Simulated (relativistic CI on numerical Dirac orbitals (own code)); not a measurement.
Calculated at this level of theory: Dirac-Coulomb-Breit CI, orbitals from a KLI potential per configuration, QED by a radiative potential, unscaled Slater integrals (own radial code, finite nucleus).

The strongest absorption lines from the ground level of an ion, among the configurations computed and to levels below about 1080 eV (vacuum wavelength in Å, gf): 16.179 (0.16), 18.383 (0.53), 46.072 (2.6), 63.265 (1.3), 80.966 (0.0074).

Q: Which ion is it?
A. W36+
B. W38+
C. Lu35+
D. Ir41+

A: B. W38+ has 36 electrons and the ground level 4s2 4p6 1S_0; the strongest line goes to 4s2 4p5 4d 1P°_1. The pattern of lines fixes the number of electrons, and along that sequence the line energies rise steadily with the charge (about as its square where n changes within one kind of shell, about linearly where n is kept but much faster in heavy ions where fine structure, which grows about as Z⁴, sets the gap, and irregularly where shells cross), which fixes Z. Configurations outside the model, such as inner-shell arrays, can give stronger lines. At this charge energies of transitions that change n are usually good to better than 1 %, and those within a shell (Δn = 0) to a few per cent.

LS names give the leading component of a level, which can be under half, so a name can repeat, a term be missing and a line seem to break the LS rules.
